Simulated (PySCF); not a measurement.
**Electron correlation in Mn¹⁹⁺ (manganese, charge +19)**

Starting occupation: [He] 2s2 2p2, 2p1/2 with m_j = -1/2, +1/2. Calculation: PySCF 2.14, in an uncontracted even-tempered set (17 s from 4.6 bohr⁻², ratio 2.4; 11 p from 6 bohr⁻², ratio 2.4; 5 d from 22 bohr⁻², ratio 2.6; 5 f from 33 bohr⁻², ratio 2.6); X2C-1e with screened-nucleus spin-orbit coupling, Gaussian nucleus. Frozen: nothing; 6 electrons correlated; the 28 highest virtual spinors left out.

MP2 pair energies summed by pair of shells (mhartree):

| pair | energy | share (%) |
| --- | --- | --- |
| 2s-2s | -64.42 | 29.5 |
| 2p-2s | -61.26 | 28.0 |
| 1s-1s | -41.15 | 18.8 |
| 2p-2p | -22.23 | 10.2 |
| 1s-2p | -17.02 | 7.8 |
| 1s-2s | -12.40 | 5.7 |

Total MP2 correlation energy: -218.49 mhartree.

The GHF reference relaxed away from the jj start to a determinant that is no pure jj level (⟨S²⟩ = 1.77, ⟨J²⟩ = 0.80); the energies belong to that determinant.
